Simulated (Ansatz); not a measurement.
Zn₂O₂. Charge 0, multiplicity 5. Geometry PBE0-D4/def2-SVP; atoms count from 1.

```xyz
4

Zn   -1.637   -0.419   -0.370
Zn    0.221    0.629    1.596
O     0.295   -0.339   -1.050
O     1.121    0.129   -0.176
```

The structure holds one bond between oxygen atoms, so isomers without such links may lie far lower. At PBE0-D4/def2-TZVP a triplet of charge 0 lies 3.20 eV below the quintet, each at its own geometry. The structure comes from a short search, and lower isomers may exist.

Estimate the Mulliken populations from the PBE0/def2-TZVP orbitals of Ansatz.


```json
{"atom": "Zn1", "charge (e)": "0.17", "spin (α − β)": "1.40", "d electrons": "10.03"}
{"atom": "Zn2", "charge (e)": "0.17", "spin (α − β)": "1.40", "d electrons": "10.03"}
{"atom": "O3", "charge (e)": "-0.17", "spin (α − β)": "0.60", "d electrons": "–"}
{"atom": "O4", "charge (e)": "-0.17", "spin (α − β)": "0.60", "d electrons": "–"}
```
Mulliken values depend strongly on the basis.

Where does the spin sit?

Summed by element: Zn 2.81, O 1.19, of 4 unpaired in all. Largest on single atoms: Zn1 1.40, Zn2 1.40, O3 0.60.

And the Mayer bond orders between heavy atoms (over 0.3)?

Zn1–Zn2 0.51 (2.90 Å); Zn1–O3 0.49 (2.05 Å); Zn2–O4 0.49 (2.05 Å); O3–O4 1.31 (1.29 Å).
